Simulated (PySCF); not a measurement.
PySCF 2.14 output of an unrestricted M06-L calculation on a single atom or ion in def2-QZVPPD, with no relativity, point nucleus:

```
SCF conv_tol = 1e-09
number electrons alpha = 16  beta = 13
    Y. Zhao and D. G. Truhlar.,  J. Chem. Phys. 125, 194101 (2006)
    Y. Zhao and D. G. Truhlar.,  J. Chem. Phys. 125, 194101 (2006)
    Y. Zhao and D. G. Truhlar.,  Theor. Chem. Acc. 120, 215 (2008)
cycle= 1 E= -1778.53274004362  delta_E= -0.0131  |g|= 0.0895  |ddm|= 0.222
cycle= 2 E= -1778.53164926042  delta_E= 0.00109  |g|= 0.133  |ddm|= 0.128
cycle= 3 E= -1778.53395490041  delta_E= -0.00231  |g|= 0.00244  |ddm|= 0.0374
cycle= 4 E= -1778.53395783729  delta_E= -2.94e-06  |g|= 0.00108  |ddm|= 0.0073
cycle= 5 E= -1778.53395817198  delta_E= -3.35e-07  |g|= 5.66e-05  |ddm|= 0.00283
cycle= 6 E= -1778.53395817415  delta_E= -2.18e-09  |g|= 4.94e-06  |ddm|= 0.00014
cycle= 7 E= -1778.53395817417  delta_E= -1.82e-11  |g|= 1.35e-06  |ddm|= 1.63e-05
converged SCF energy = -1778.53395817417  <S^2> = 3.7507994  2S+1 = 4.0003997
```

The run itself started from symmetry-adapted Hartree-Fock orbitals and held the occupation by maximum overlap, on a logarithmic radial grid, so the iterations belong to that start.

Problem. Which element, charge and spin multiplicity is this?

Solution. Zn⁺ (zinc, charge +1), multiplicity 4; the state was [Ar] 3d9 4s1 4p1, one real determinant (an excited configuration).

⟨L²⟩ = 8.02 against 12 for a pure F term, so this real determinant mixes terms.
